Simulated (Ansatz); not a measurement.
Basis-set extrapolation for C2H10OSi2 (`CO[SiH](C)[SiH3]`) (PBE0-D4/def2-TZVP geometry, frozen core, Ansatz 0.2.0). Multiplicity 1, RHF reference.

```csv
,def2-TZVPP,def2-QZVPP
HF,-734.410758,-734.436549
MP2 correlation,-0.842911,-0.903072
CCSD(T) correlation,-0.942281,not run
```

Energies in hartree. Use E(X) = E(∞) + A·exp(−7.88·√X) for Hartree–Fock and E(X) = E(∞) + B·X^(−2.97) for correlation, with X = 3 and 4, and add CCSD(T) minus MP2 of the smaller set to the MP2 limit.

Task: What is the CCSD(T) energy at the basis-set limit?

Result: HF limit: -734.436549 + (-0.025791) × 0.13774 = -734.44010. MP2 limit: -0.903072 + (-0.060161) × 0.74074 = -0.94764. Higher-order term: -0.942281 − (-0.842911) = -0.09937. Total: -735.48711 hartree, 352.0 kJ/mol below CCSD(T)/def2-TZVPP.
